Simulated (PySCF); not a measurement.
Si(F)(Br)(Et)2, SMILES CC[Si](F)(Br)CC (C4H10BrFSi), singlet, GFN2-xTB optimised geometry.

```
17

C     -0.35    -2.87     1.24
C     -0.88    -1.45     1.37
Si    -0.25    -0.30     0.00
F     -0.63    -0.96    -1.42
Br     1.97    -0.30     0.00
C     -0.88     1.48     0.00
C     -0.46     2.28     1.23
H     -0.63    -3.30     0.28
H      0.74    -2.89     1.32
H     -0.75    -3.50     2.03
H     -0.60    -1.05     2.35
H     -1.97    -1.47     1.34
H     -0.51     1.99    -0.90
H     -1.97     1.48    -0.07
H     -0.86     1.83     2.14
H      0.63     2.31     1.32
H     -0.82     3.30     1.17
```

Density from CAM-B3LYP/def2-SVP (PySCF 2.14.0) at that geometry.

Minimum of the electron density along straight lines between bonded atoms, close to the bond critical point (lines longer than 1.1 times the sum of covalent radii, or with two minima, are not listed):

```
bond     length / Å  ρ at the minimum / e bohr⁻³  ∇²ρ there / e bohr⁻⁵  position (fraction from the first atom)
-------  ----------  ---------------------------  --------------------  ---------------------------------------
C1–C2         1.528                        0.239                 -0.54                                     0.50
C2–Si3        1.894                        0.119                  0.29                                     0.62
Si3–F4        1.616                        0.118                  1.06                                     0.42
Si3–Br5       2.215                        0.086                  0.16                                     0.35
Si3–C6        1.892                        0.119                  0.30                                     0.38
C6–C7         1.526                        0.240                 -0.54                                     0.50
C1–H8         1.088                        0.278                 -1.04                                     0.63
C1–H9         1.088                        0.278                 -1.04                                     0.63
C1–H10        1.088                        0.277                 -1.03                                     0.63
C2–H11        1.092                        0.272                 -0.97                                     0.63
C2–H12        1.092                        0.271                 -0.97                                     0.63
C6–H13        1.092                        0.272                 -0.98                                     0.63
C6–H14        1.091                        0.272                 -0.97                                     0.63
C7–H15        1.088                        0.277                 -1.02                                     0.63
C7–H16        1.088                        0.278                 -1.04                                     0.63
C7–H17        1.088                        0.277                 -1.03                                     0.63
```
